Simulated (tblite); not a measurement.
Start geometry of `FCc1c(F)cnn1[SiH3]` from a force field or distance geometry (Å):
```
atom  x, y, z in Å
F1    -0.9090    2.1194   -0.5734
C2     0.0991    1.7881    0.2489
C3     0.5687    0.4008   -0.0098
C4     1.8225   -0.0622   -0.2678
F5     2.9401    0.6568   -0.2946
C6     1.7119   -1.4473   -0.4506
N7     0.4518   -1.8544   -0.3307
N8    -0.2391   -0.7116   -0.0681
Si9   -2.0063   -0.7762    0.1797
H10    0.9054    2.5053    0.1019
H11   -0.2485    1.8881    1.2885
H12    2.4909   -2.1701   -0.6609
H13   -2.4521   -2.0911    0.7275
H14   -2.3990    0.2581    1.1794
H15   -2.7409   -0.4956   -1.0919
```

Q: What comes out of this run: GFN2-xTB geometry optimisation, gas phase in tblite?

A: 
```
atom  x, y, z in Å
F1    -1.1086    2.0209   -0.4033
C2     0.0966    1.7968    0.2246
C3     0.5550    0.4024   -0.0033
C4     1.8174   -0.0936   -0.2440
F5     2.9496    0.6208   -0.3298
C6     1.6692   -1.4828   -0.3663
N7     0.4031   -1.7994   -0.2158
N8    -0.2756   -0.6687    0.0104
Si9   -2.0394   -0.7499    0.1552
H10    0.8197    2.5096   -0.1842
H11   -0.0690    1.9992    1.2907
H12    2.4151   -2.2264   -0.5580
H13   -2.2551   -2.1680    0.3931
H14   -2.3759    0.0958    1.2998
H15   -2.6067   -0.2487   -1.0910
```

The energy falls by 22.3 kJ/mol over 78 L-BFGS steps, the largest force on an atom goes from 2.21 to 0.008 eV/Å, and the atoms move by 0.192 Å rms after alignment. The bond that changes most is Si9–H13 (SiH3 silicon to Si–H hydrogen), which shortens by 0.039 Å. Bonds longer at the end by more than 0.005 Å: 4 of 15; shorter: 8. Among the angles that change most is N8–Si9–H13, from 112.2° to 101.9°. Among the dihedrals that turn most is C3–N8–Si9–H13, from -151° to -168°. Rotational constants go from 1917, 1225, 779.5 to 2024, 1209, 780.6 MHz. The orientation of the end geometry is arbitrary; only internal coordinates are fixed.

Its GFN2-xTB frequencies are all real (lowest 55 cm⁻¹). One conformer, not necessarily the lowest.

All values are computed, not measured.
